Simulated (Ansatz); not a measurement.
Ge(NMeEt)Cl3 (C₃H₈Cl₃GeN), relaxed as a singlet with RKS PBE-D4/def2-SVP in Ansatz, starting from the GFN2-xTB geometry. Force threshold 0.02 eV/Å.

Start:

```tsv
atom	x (Å)	y (Å)	z (Å)
Ge1	1.1183	0.4969	-1.5048
N2	0.6686	-0.2398	0.1415
C3	0.3421	-1.6562	0.1517
C4	-0.0825	0.5510	1.1008
C5	-1.5647	0.7220	0.7769
H6	0.4701	-2.0369	1.1665
H7	-0.6799	-1.8676	-0.1783
H8	1.0329	-2.1841	-0.5052
H9	0.0312	0.0691	2.0776
H10	0.3898	1.5353	1.1546
H11	-2.0313	1.3658	1.5178
H12	-1.6781	1.1798	-0.2053
H13	-2.0801	-0.2351	0.7784
Cl14	-0.2864	0.1035	-3.0907
Cl15	2.9596	-0.3954	-2.0628
Cl16	1.3904	2.5917	-1.3187
```

**Question.** Estimate the energy that the relaxation releases and the steps that it takes.

**Answer.** 14.1 kJ/mol, in 14 steps; 59 s on 4 threads of Intel Xeon on a shared host. The force fell under the threshold at step 12, but the optimiser went on. No frequencies were taken in this run, so the end may be a saddle point.

**Question.** Does the start keep its bonding?

**Answer.** By distances, no bond broke or formed. The bond that changes most is Ge1–Cl16, from 2.12 to 2.16 Å (atoms count from 1).

**Question.** Predict the relaxed structure.

**Answer.** 
```xyz
16

Ge    1.174    0.501   -1.475
N     0.641   -0.208    0.115
C     0.438   -1.648    0.203
C    -0.159    0.625    1.017
C    -1.669    0.627    0.758
H     0.614   -1.980    1.250
H    -0.583   -1.984   -0.094
H     1.171   -2.175   -0.440
H     0.049    0.276    2.055
H     0.236    1.662    0.961
H    -2.184    1.285    1.486
H    -1.900    0.996   -0.262
H    -2.108   -0.386    0.859
Cl   -0.379    0.665   -3.000
Cl    2.727   -0.748   -2.307
Cl    1.932    2.493   -1.126
```
Bond lengths: 3 × Cl–Ge 2.16 to 2.18 Å; 2 × C–N 1.46 to 1.47 Å; 1 × Ge–N 1.82 Å; 1 × C–C 1.53 Å; 8 × C–H 1.11 Å.
